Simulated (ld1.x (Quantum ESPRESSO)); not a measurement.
## An all-electron radial function and its pseudo partner (Cd)

Columns: radius, all-electron u(r) and pseudo u(r) of the 5s shell (level -5.85 eV) of cadmium in the configuration [Kr] 4d10 5s2 5p0; BP86, scalar-relativistic, PAW scheme, ld1.x (Quantum ESPRESSO) 7.5.

| r (bohr) | all-electron | pseudo |
| --- | --- | --- |
| 0.125 | -0.0717 | 0.0379 |
| 0.250 | 0.1832 | 0.0763 |
| 0.375 | 0.0692 | 0.1156 |
| 0.500 | -0.1509 | 0.1560 |
| 0.625 | -0.2769 | 0.1977 |
| 0.750 | -0.2805 | 0.2408 |
| 0.875 | -0.1979 | 0.2851 |
| 1.000 | -0.0718 | 0.3301 |
| 1.125 | 0.0662 | 0.3754 |
| 1.250 | 0.1977 | 0.4201 |
| 1.375 | 0.3137 | 0.4635 |
| 1.500 | 0.4106 | 0.5046 |
| 1.625 | 0.4883 | 0.5423 |
| 1.750 | 0.5481 | 0.5757 |
| 1.875 | 0.5921 | 0.6040 |
| 2.000 | 0.6223 | 0.6261 |
| 2.125 | 0.6410 | 0.6417 |
| 2.250 | 0.6500 | 0.6500 |
| 2.375 | 0.6512 | 0.6512 |
| 2.500 | 0.6460 | 0.6460 |
| 2.625 | 0.6356 | 0.6356 |
| 2.750 | 0.6211 | 0.6211 |
| 2.875 | 0.6036 | 0.6036 |
| 3.000 | 0.5836 | 0.5836 |
| 3.125 | 0.5620 | 0.5620 |
| 3.250 | 0.5391 | 0.5391 |

How many radial nodes do the two functions have?

The all-electron 5s function has n − l − 1 = 4 (the table is too coarse to show those close to the nucleus); the pseudo-wave has 0, since the states of the same l below it are removed with the core.

At about which radius was the pseudo-wave matched?

2.30 bohr, where the columns begin to agree (steps of 0.12 bohr).

Where does each function peak?

Outermost all-electron maximum near 2.38 bohr, pseudo maximum near 2.38 bohr (to the table’s step).

Is the pseudo-wave norm-conserving?

No, it belongs to a PAW set: the norm inside the radius is not constrained, and the difference is carried by the augmentation charge.
